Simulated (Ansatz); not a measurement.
Q: Name a neutral molecule of C, N, Si and H with HOMO energy (B3LYP/def2-TZVPP) between -6.65 and -6.35 eV and LUMO energy (PBE/def2-TZVPP) between -1.50 and -1.20 eV (Ansatz, PBE0-D4/def2-TZVP geometry).

A: `CC([SiH3])=C=N` (-6.50 eV, -1.25 eV); `[SiH3][SiH]1NC[SiH2]1` (-6.36 eV, -1.40 eV); `N[SiH]1C[SiH2][SiH2]1` (-6.40 eV, -1.31 eV). Other molecules can fit too; these were computed, each in one conformer that needn't be the lowest.

B3LYP here is the variant with VWN-RPA as its local correlation; programs differ in this.
